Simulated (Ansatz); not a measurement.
Start from `C[Si]1([SiH3])CC1` and change one atom or group to get `N[Si]1([SiH3])CC1`.

Ansatz, PBE0-D4/def2-TZVP geometries, multiplicity 1. Each molecule was computed in one conformer, which needn't be the lowest.

```json
{"property": "HOMO–LUMO gap (ωB97M-V/def2-TZVPP) / eV", "`C[Si]1([SiH3])CC1`": "10.64"}
{"property": "HOMO–LUMO gap (PBE/def2-TZVPP) / eV", "`C[Si]1([SiH3])CC1`": "4.87"}
{"property": "HOMO–LUMO gap (B3LYP/def2-TZVPP) / eV", "`C[Si]1([SiH3])CC1`": "6.39"}
{"property": "ideal-gas entropy at 298 K and 1 bar (rigid rotor, harmonic PBE0-D4/def2-TZVP) / J/(mol·K)", "`C[Si]1([SiH3])CC1`": "374"}
{"property": "HOMO energy (B3LYP/def2-TZVPP) / eV", "`C[Si]1([SiH3])CC1`": "-6.44"}
{"property": "size of the dipole moment (ωB97M-V/def2-TZVPP) / D", "`C[Si]1([SiH3])CC1`": "0.96"}
```

Problem. Give the same properties after the change, and the shifts. (Best estimate.)

Solution. Ansatz gave: 
```csv
property,`N[Si]1([SiH3])CC1`,shift
HOMO–LUMO gap (ωB97M-V/def2-TZVPP) / eV,10.28,-0.36
HOMO–LUMO gap (PBE/def2-TZVPP) / eV,4.48,-0.39
HOMO–LUMO gap (B3LYP/def2-TZVPP) / eV,6.05,-0.34
"ideal-gas entropy at 298 K and 1 bar (rigid rotor, harmonic PBE0-D4/def2-TZVP) / J/(mol·K)",377,3
HOMO energy (B3LYP/def2-TZVPP) / eV,-6.21,0.23
size of the dipole moment (ωB97M-V/def2-TZVPP) / D,1.54,0.58
```

With PBE0 the HOMO rises by 0.24 eV and the LUMO falls by 0.09 eV, so the gap narrows by about 0.33 eV. PBE moves the HOMO by 0.29 eV and ωB97M-V by 0.23 eV. The zero-point energy changes by -29.5 kJ/mol with -3 modes. Dipoles are sizes alone; their direction can turn.

Positive LUMOs are unbound, so they and the gaps depend on the basis.

B3LYP here is the variant with VWN-RPA as its local correlation; programs differ in this.
